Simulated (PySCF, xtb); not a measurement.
methyl (Z)-2,3-difluoroprop-2-enoate (C₄H₄F₂O₂), SMILES COC(=O)/C(F)=C/F. Other conformers were not sampled.

Harmonic wavenumbers (cm⁻¹) from xtb with GFN2-xTB at its own minimum, in rising order: 37, 58, 127, 142, 218, 258, 292, 380, 467, 488, 708, 722, 799, 861, 995, 1116, 1120, 1134, 1157, 1222, 1276, 1386, 1435, 1455, 1691, 1753, 2985, 2995, 3055, 3093.

Problem. What does PBE-D3(BJ)/def2-SVP run with PySCF give at its own minimum? (The exact figures need the calculation; the answer reports its results.)

Solution. 66, 100, 148, 149, 239, 262, 318, 387, 493, 501, 741, 762, 828, 872, 990, 1115, 1127, 1166, 1187, 1291, 1363, 1402, 1409, 1425, 1706, 1770, 2978, 3066, 3116, 3163. Paired by order, the mean absolute difference is 28 cm⁻¹ and the zero-point energies are 47.8 and 48.8 kcal/mol.
